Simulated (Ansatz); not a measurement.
Si4Ge6⁻. Charge -1, multiplicity 2. Geometry PBE-D4/def2-SVP, that of the neutral singlet; atoms count from 1.

```xyz
10

Si   -1.615   -0.417   -0.088
Si   -0.336    1.917    0.254
Si   -0.216    0.871   -1.887
Si   -1.428    0.540    2.030
Ge    1.975    1.967    1.235
Ge    0.722   -1.719   -1.049
Ge   -0.549   -2.267    1.244
Ge    1.978    0.563   -0.896
Ge    0.963   -0.340    1.604
Ge   -1.495   -1.115   -2.445
```

The structure comes from a short search, and lower isomers may exist.

Q: Estimate the Mulliken populations from the PBE0/def2-SVP orbitals of Ansatz.

A: 
| atom | charge (e) | spin (α − β) |
| --- | --- | --- |
| Si1 | -0.25 | 0.07 |
| Si2 | -0.16 | 0.01 |
| Si3 | -0.14 | 0.15 |
| Si4 | -0.03 | 0.08 |
| Ge5 | 0.00 | 0.23 |
| Ge6 | -0.11 | 0.02 |
| Ge7 | 0.00 | 0.06 |
| Ge8 | -0.11 | 0.16 |
| Ge9 | -0.18 | 0.09 |
| Ge10 | -0.02 | 0.13 |
Mulliken values depend strongly on the basis.

Q: Where does the spin sit?

A: Summed by element: Si 0.31, Ge 0.69, of 1 unpaired in all. Largest on single atoms: Ge5 0.23, Ge8 0.16, Si3 0.15.

Q: And the Mayer bond orders between heavy atoms (over 0.3)?

A: Si1–Si3 0.40 (2.62 Å); Si1–Si4 0.73 (2.33 Å); Si1–Ge6 0.35 (2.84 Å); Si1–Ge7 0.60 (2.52 Å); Si1–Ge10 0.77 (2.46 Å); Si2–Si3 0.67 (2.39 Å); Si2–Si4 0.61 (2.50 Å); Si2–Ge5 0.68 (2.51 Å); Si2–Ge9 0.32 (2.93 Å); Si3–Ge6 0.32 (2.88 Å); Si3–Ge8 0.67 (2.43 Å); Si3–Ge10 0.79 (2.43 Å); Si4–Ge9 0.59 (2.58 Å); Ge5–Ge8 0.69 (2.55 Å); Ge5–Ge9 0.65 (2.55 Å); Ge6–Ge7 0.59 (2.68 Å); Ge6–Ge8 0.57 (2.61 Å); Ge6–Ge10 0.57 (2.69 Å); Ge7–Ge9 0.66 (2.48 Å); Ge8–Ge9 0.36 (2.85 Å).
